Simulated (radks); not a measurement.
All-electron atom: the chromium ion Cr7+ in [Ne] 3p5 3d2 (not the ground configuration). Method: Dirac Kohn-Sham, PBE, spin-unpolarised, spherical densities, finite nucleus; open shells fill j = l - 1/2 first; Fermi nuclear charge, rms radius 3.6452 fm; computed with a radial shooting solver on a logarithmic mesh with Libxc functionals.

Spin-orbit splittings of the eigenvalues, e(l+1/2) - e(l-1/2), with zeta = 2 splitting/(2l+1) and mean radii in bohr:

| shell | occ. | splitting (eV) | zeta (eV) | <r> j=l-1/2 | <r> j=l+1/2 |
|---|---|---|---|---|---|
| 2p | 6 | 8.706 | 5.804 | 0.2570 | 0.2598 |
| 3p | 5 | ? | ? | 0.8466 | 0.8523 |
| 3d | 2 | 0.1804 | 0.07215 | 0.8567 | 0.8583 |

Estimate the 3p splitting.

Answer. 1.325 eV (zeta = 0.8836 eV).
